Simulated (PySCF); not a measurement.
# Core-level binding energies of `BP[SiH2]C`

CH8BPSi.
SMILES with atom numbers: `[BH2:1][PH:2][SiH2:3][CH3:4]`

Level of theory: delta-SCF UKS SCAN, pcX-2 on the ionised atom, pcseg-1 elsewhere, spin-free X2C in PySCF 2.14.0. Binding energies are ΔSCF values: E(core-ionised, relaxed orbitals) − E(ground state) at a fixed geometry, referred to the vacuum level.

List the computed XPS lines with their assignment.

```csv
atom(s),environment,level,binding energy (eV),2p1/2 (eV),count
P2,three-coordinate phosphorus,P 2p3/2,135.87,136.76,1
P2,three-coordinate phosphorus,P 1s,2149.32,–,1
Si3,SiH2 silicon,Si 2p3/2,106.75,107.37,1
Si3,SiH2 silicon,Si 1s,1846.54,–,1
C4,Si-methyl carbon,C 1s,290.43,–,1
```

Express the binding energy of Si 1s of Si3 in atomic units and per mole.

1846.54 eV = 67.8591 Eh = 178164 kJ/mol.

Not every level is listed. The 2p values add to the ΔSCF energy of one spin-free hole a correction within the shell (spin–orbit coupling, ligand field). 2p1/2 minus 2p3/2 (ligand field included): P 0.89 eV, Si 0.62 eV. No level of boron is listed. One conformer (not necessarily the lowest) at the PBE0-D3(BJ)/def2-SVP geometry, without solvent, vibrations or thermal averaging.

Hardware: an Arm Neoverse N1 with one thread, no GPU (shared host). Cost: 70 s.

Conformer computed: `[BH2:1][PH:2][SiH2:3][CH3:4]`: B1–P2–Si3–C4 173°.
